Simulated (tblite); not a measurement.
Species: C₅H₁₁FO.
Numbering: `[CH3:1][CH2:2][CH2:3][O:4][C@H:5]([CH3:6])[F:7]` (hydrogens: H8, H9, H10 on C1; H11, H12 on C2; H13, H14 on C3; H15 on C5; H16, H17, H18 on C6)

Computed with GFN2-xTB (tblite), gas phase: Langevin dynamics at 400 K from the optimised GFN2-xTB geometry, time step 0.5 fs, friction 0.01 fs⁻¹, 2000 steps. Over the second half of the run the saved frames average 370 K.

The optimised geometry, where the run starts:
```
atom  x, y, z in Å
C1     -2.879   -0.144   -0.078
C2     -1.402   -0.473    0.092
C3     -0.569    0.155   -1.025
O4      0.791   -0.255   -1.031
C5      1.613    0.309   -0.095
C6      3.063    0.059   -0.470
F7      1.386   -0.257    1.161
H8     -3.458   -0.591    0.726
H9     -3.038    0.932   -0.057
H10    -3.251   -0.526   -1.026
H11    -1.254   -1.554    0.066
H12    -1.052   -0.113    1.060
H13    -0.952   -0.161   -1.999
H14    -0.621    1.253   -0.965
H15     1.401    1.385    0.049
H16     3.212   -1.008   -0.608
H17     3.290    0.576   -1.397
H18     3.713    0.418    0.323
```

t = 125 fs, T = 333 K, E(pot) 0.633 eV above the start
```
atom  x, y, z in Å  |  force x, y, z in eV/Å
C1     -2.775   -0.500    0.546   -1.894   1.562   1.572
C2     -1.291   -0.637    0.424   -0.096   0.498   0.741
C3     -0.816   -0.077   -0.887    1.499  -0.593  -0.462
O4      0.602   -0.325   -1.153   -0.013   0.082  -0.015
C5      1.556    0.166   -0.270   -2.491   2.192   0.061
C6      2.967    0.112   -0.761   -0.570  -1.736   0.349
F7      1.443   -0.547    0.908    0.351   0.273   0.159
H8     -3.184   -0.982    1.471    0.600   0.193  -0.616
H9     -3.027    0.607    0.705    0.140  -1.342  -0.519
H10    -3.387   -0.895   -0.264    0.443   0.149  -0.173
H11    -1.049   -1.658    0.501    0.470  -1.482  -0.274
H12    -0.807   -0.200    1.311   -0.168   0.369  -0.404
H13    -1.284   -0.612   -1.704   -0.157  -0.314  -0.232
H14    -1.056    0.960   -1.048    0.127   0.764   0.333
H15     1.250    1.315   -0.039    0.537  -1.887   0.100
H16     3.171   -0.991   -0.850    0.185   1.175  -0.695
H17     3.075    0.762   -1.605    0.236  -0.330  -0.544
H18     3.546    0.460    0.055    0.799   0.424   0.620
```

t = 325 fs, T = 413 K, E(pot) 0.840 eV above the start
```
atom  x, y, z in Å  |  force x, y, z in eV/Å
C1     -2.679   -1.031    0.524    1.863  -0.656  -1.818
C2     -1.134   -1.125    0.493    1.002   1.786   0.873
C3     -0.581   -0.138   -0.569    0.859  -1.155  -1.648
O4      0.795   -0.394   -1.035   -1.305  -0.216   0.194
C5      1.781    0.147   -0.251    0.795  -1.012  -1.760
C6      3.129   -0.431   -0.816    0.739   0.422  -0.537
F7      1.674   -0.401    0.955   -0.168   0.037   2.225
H8     -3.030   -1.740    1.223   -0.629  -0.406   0.728
H9     -2.947   -0.015    0.732   -0.354   0.183   0.136
H10    -2.979   -1.336   -0.502   -0.319   0.362   0.733
H11    -0.666   -2.046    0.209   -0.492  -0.888  -0.049
H12    -0.695   -0.883    1.529   -0.649  -0.095  -1.354
H13    -1.075   -0.254   -1.562   -0.322  -0.143   0.777
H14    -0.620    0.890   -0.323   -0.257   1.126   0.683
H15     1.594    1.259   -0.210    0.877  -0.573   0.337
H16     3.191   -1.578   -0.807   -0.657   1.790   0.122
H17     3.204   -0.086   -1.885    0.163  -0.379   1.124
H18     4.017   -0.076   -0.207   -1.146  -0.184  -0.767
```

t = 425 fs, T = 391 K, E(pot) 0.856 eV above the start
```
atom  x, y, z in Å  |  force x, y, z in eV/Å
C1     -2.243   -1.175    0.682    0.712   0.443  -0.812
C2     -0.830   -1.588    0.176   -1.718   2.267  -1.858
C3     -0.408   -0.283   -0.641    0.030   0.148  -0.282
O4      0.914   -0.297   -1.073    2.024  -0.041  -0.099
C5      1.945    0.078   -0.226   -1.173   1.583   0.601
C6      3.260   -0.221   -0.860    0.932  -2.045   2.118
F7      1.756   -0.568    1.019    0.672   0.317  -0.725
H8     -2.641   -2.024    1.190   -0.779  -0.362   0.173
H9     -2.059   -0.377    1.412   -0.506  -0.110  -0.278
H10    -2.897   -0.801   -0.189    0.934  -0.698   1.507
H11    -0.924   -2.365   -0.575    0.116  -0.328   0.079
H12    -0.198   -1.901    0.984    0.363   0.305   0.106
H13    -0.854   -0.166   -1.684   -0.529  -0.584   1.471
H14    -0.586    0.681   -0.097   -0.136  -0.778   0.024
H15     1.959    1.192    0.042   -0.655  -0.814  -0.050
H16     3.190   -1.322   -0.981    0.716   0.517  -0.268
H17     3.474    0.260   -1.765   -0.246   0.603  -1.098
H18     4.083    0.042   -0.138   -0.759  -0.421  -0.608
```

t = 450 fs, T = 470 K, E(pot) 0.739 eV above the start
```
atom  x, y, z in Å  |  force x, y, z in eV/Å
C1     -2.371   -1.243    0.728    2.248  -1.300   1.886
C2     -0.937   -1.642    0.095   -2.158   2.121   0.575
C3     -0.426   -0.327   -0.454    0.900   1.713  -0.504
O4      0.890   -0.356   -1.026    0.698   0.191   0.701
C5      1.899    0.091   -0.168    0.110   0.608  -0.924
C6      3.247   -0.085   -0.836   -0.735   1.695  -1.018
F7      1.913   -0.693    0.937   -0.247  -0.045   1.007
H8     -2.856   -2.189    1.015   -0.112   0.450  -0.345
H9     -2.148   -0.733    1.706   -0.291  -0.249  -0.902
H10    -3.011   -0.606    0.151    0.150  -0.071  -0.494
H11    -1.139   -2.227   -0.736   -0.262  -1.583  -1.420
H12    -0.241   -2.144    0.772   -0.378   0.416   0.056
H13    -0.977    0.169   -1.315   -0.232  -1.010   1.058
H14    -0.384    0.405    0.372   -0.209   0.008  -0.123
H15     1.810    1.192    0.126   -0.482  -1.081   0.122
H16     3.328   -1.088   -1.082    0.359  -1.867  -0.532
H17     3.217    0.512   -1.769    0.284  -0.281   0.534
H18     4.045    0.213   -0.193    0.358   0.287   0.321
```

t = 550 fs, T = 349 K, E(pot) 0.644 eV above the start
```
atom  x, y, z in Å  |  force x, y, z in eV/Å
C1     -2.520   -1.263    0.731    1.429  -0.089   0.748
C2     -1.174   -1.457   -0.018   -0.121   0.301   1.109
C3     -0.493   -0.098   -0.289   -0.366   0.273  -0.087
O4      0.754   -0.372   -0.937    0.596   0.469   0.009
C5      1.926    0.077   -0.351   -1.504   0.512   0.292
C6      3.077    0.353   -1.299   -0.375  -1.375   0.045
F7      2.238   -0.773    0.726    0.568  -0.299  -0.701
H8     -2.898   -2.246    1.025    0.045   0.384   0.195
H9     -2.324   -0.595    1.595   -0.306  -0.710  -0.224
H10    -3.249   -0.775    0.129   -0.414   0.272  -0.619
H11    -1.409   -1.977   -0.941    0.363   0.112  -0.230
H12    -0.448   -2.084    0.567   -0.782   0.511  -0.362
H13    -1.107    0.472   -1.001    0.015  -0.155  -0.331
H14    -0.449    0.639    0.584    0.463  -1.385  -0.529
H15     1.753    0.981    0.192   -0.514   1.278   0.518
H16     3.360   -0.629   -1.626    0.374  -0.383  -0.815
H17     2.922    1.044   -2.128   -0.502  -0.315   0.383
H18     3.858    0.703   -0.684    1.031   0.599   0.600
```

t = 600 fs, T = 354 K, E(pot) 0.894 eV above the start
```
atom  x, y, z in Å  |  force x, y, z in eV/Å
C1     -2.580   -1.046    0.648    0.204  -1.131  -0.738
C2     -1.126   -1.482    0.149   -2.821  -0.965  -0.507
C3     -0.572   -0.249   -0.516    1.569  -1.122   0.947
O4      0.768   -0.443   -1.002    0.360   0.913   0.892
C5      1.834    0.098   -0.234    0.170  -2.190  -1.519
C6      2.975    0.288   -1.261    0.518  -1.086   0.786
F7      2.248   -0.794    0.767   -0.364  -0.001  -0.312
H8     -3.161   -1.968    0.872    0.285   0.718  -0.194
H9     -2.477   -0.493    1.550    0.046   0.401   0.709
H10    -3.173   -0.400   -0.053    0.841  -0.870   0.336
H11    -1.261   -2.428   -0.461    0.404   1.259   0.227
H12    -0.522   -1.739    1.007    0.124  -0.092   0.156
H13    -1.197    0.215   -1.227   -0.504   0.030  -1.360
H14    -0.589    0.382    0.338    0.510   1.461   0.727
H15     1.573    0.972    0.325   -0.242   0.821   0.161
H16     3.021   -0.541   -2.031   -0.151   0.937   1.194
H17     2.684    1.190   -1.691   -0.207   1.426  -1.366
H18     3.968    0.468   -0.793   -0.743  -0.508  -0.138
```

t = 925 fs
```
atom  x, y, z in Å
C1     -2.296   -1.112    0.850
C2     -0.821   -1.174    0.468
C3     -0.386    0.006   -0.521
O4      0.906   -0.213   -1.025
C5      2.001   -0.528   -0.218
C6      3.353   -0.168   -0.924
F7      1.975   -1.880    0.093
H8     -2.810   -2.106    1.032
H9     -2.342   -0.568    1.743
H10    -2.840   -0.646    0.072
H11    -0.565   -2.094   -0.119
H12    -0.100   -1.128    1.296
H13    -0.952    0.062   -1.409
H14    -0.472    0.982    0.095
H15     1.945   -0.009    0.720
H16     3.623   -1.001   -1.517
H17     3.128    0.698   -1.659
H18     3.999   -0.024   -0.059
```

Task: Estimate the potential energy and the forces of this last frame.

Result: 0.808 eV above the start.

```json
{"atom": "C1", "Fx (eV/Å)": "0.419", "Fy (eV/Å)": "-1.779", "Fz (eV/Å)": "-0.038"}
{"atom": "C2", "Fx (eV/Å)": "0.889", "Fy (eV/Å)": "-0.127", "Fz (eV/Å)": "-2.003"}
{"atom": "C3", "Fx (eV/Å)": "0.198", "Fy (eV/Å)": "-0.206", "Fz (eV/Å)": "3.112"}
{"atom": "O4", "Fx (eV/Å)": "1.144", "Fy (eV/Å)": "-0.044", "Fz (eV/Å)": "-0.446"}
{"atom": "C5", "Fx (eV/Å)": "-0.430", "Fy (eV/Å)": "0.357", "Fz (eV/Å)": "-1.148"}
{"atom": "C6", "Fx (eV/Å)": "-2.207", "Fy (eV/Å)": "0.958", "Fz (eV/Å)": "0.031"}
{"atom": "F7", "Fx (eV/Å)": "0.192", "Fy (eV/Å)": "0.096", "Fz (eV/Å)": "-0.080"}
{"atom": "H8", "Fx (eV/Å)": "0.992", "Fy (eV/Å)": "0.865", "Fz (eV/Å)": "-0.202"}
{"atom": "H9", "Fx (eV/Å)": "-0.493", "Fy (eV/Å)": "0.878", "Fz (eV/Å)": "1.152"}
{"atom": "H10", "Fx (eV/Å)": "-0.554", "Fy (eV/Å)": "0.572", "Fz (eV/Å)": "-0.647"}
{"atom": "H11", "Fx (eV/Å)": "-0.392", "Fy (eV/Å)": "0.474", "Fz (eV/Å)": "0.555"}
{"atom": "H12", "Fx (eV/Å)": "-0.643", "Fy (eV/Å)": "-0.116", "Fz (eV/Å)": "0.061"}
{"atom": "H13", "Fx (eV/Å)": "-0.953", "Fy (eV/Å)": "0.060", "Fz (eV/Å)": "-0.702"}
{"atom": "H14", "Fx (eV/Å)": "0.288", "Fy (eV/Å)": "-0.967", "Fz (eV/Å)": "-0.908"}
{"atom": "H15", "Fx (eV/Å)": "-0.137", "Fy (eV/Å)": "0.356", "Fz (eV/Å)": "0.865"}
{"atom": "H16", "Fx (eV/Å)": "0.503", "Fy (eV/Å)": "-0.726", "Fz (eV/Å)": "-0.435"}
{"atom": "H17", "Fx (eV/Å)": "0.734", "Fy (eV/Å)": "-1.115", "Fz (eV/Å)": "1.663"}
{"atom": "H18", "Fx (eV/Å)": "0.451", "Fy (eV/Å)": "0.463", "Fz (eV/Å)": "-0.830"}
```

The bond farthest from its length at the start is C6–H17 (1.158 against 1.085 Å), and half the difference of its two atoms' forces along it is -1.58 eV/Å (positive lengthens). The largest atomic force is 3.13 eV/Å.

The cost below is that of the whole dynamics run. The run took 9.4 s of wall time on one thread, Intel Xeon Platinum 8559C (x86_64), shared host with 32 logical CPUs at a one-minute load of 5.6, and the process peaked at 0.18 GiB of memory.
